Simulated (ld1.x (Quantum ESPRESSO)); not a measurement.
W (Z = 74), TM: configuration errors across variants

```
Element                 : tungsten
Generator               : ld1.x (Quantum ESPRESSO) 7.5
Type                    : norm-conserving Troullier–Martins (Kleinman–Bylander form)
Functional              : PBEsol
Relativity              : scalar-relativistic
Frozen core             : [Xe] 4f14
Valence charge          : 6
Reference configuration : 5d4 6s1.5 6p0 (charge +0.5)
Partial waves           : 6p (bound, empty): rc 2.70 bohr; 5d (bound): rc 2.15 bohr; 6s (bound): rc 2.05 bohr
Local potential         : the s channel
Core correction         : none
```

All-electron excitation energies from the reference (eV): (1) 5d4 6s2 6p0 -3.652; (2) 5d4 6s1 6p0 5.273; (3) 5d4 6s0 6p0 20.968; (4) 5d5 6s0 6p0 6.072; (5) 5d3 6s2 6p0 5.222; (6) 5d2 6s0 6p0 83.598; (7) 5d4 6s0 6p1 10.783.

A true bound ghost makes a file unfit for plane-wave use even where its test errors are small: the radial tests pick states by their node count and pass the ghost by.

Errors AE − PS in meV (a dash: test not solved or not reliable):

| change | (1) | (2) | (3) | (4) | (5) | (6) | (7) | bound ghosts |
| --- | --- | --- | --- | --- | --- | --- | --- | --- |
| base | +1.4 | -1.4 | +11 | -14 | +11 | -134 | +3.6 | none |
| all radii scaled by about 0.78 (s 1.60, p 2.10, d 1.68 bohr) | +13 | -1.7 | +112 | +131 | -399 | -200 | +73 | p, s (extra level of the local part) |
| all radii scaled by about 0.96 (s 1.96, p 2.58, d 2.06 bohr) | +3.0 | +1.1 | +37 | +22 | +75 | -140 | +27 | none |
| all radii scaled by about 1.13 (s 2.32, p 3.06, d 2.44 bohr) | +0.7 | -2.3 | +3.7 | -32 | -18 | -89 | -2.3 | none |
| all radii scaled by about 1.23 (s 2.52, p 3.30, d 2.64 bohr) | +0.7 | -2.3 | +3.9 | -29 | -17 | -52 | -2.8 | none |
| all radii scaled by about 1.40 (s 2.88, p 3.78, d 3.02 bohr) | +1.2 | -1.9 | +5.8 | -1.6 | +5.7 | +30 | -1.0 | none |

Give the same row for: all radii scaled by about 0.84 (s 1.72, p 2.26, d 1.80 bohr).

+5.8, +7.9, +175, +186, +441, -104, +143; bound ghosts: p, s (extra level of the local part).
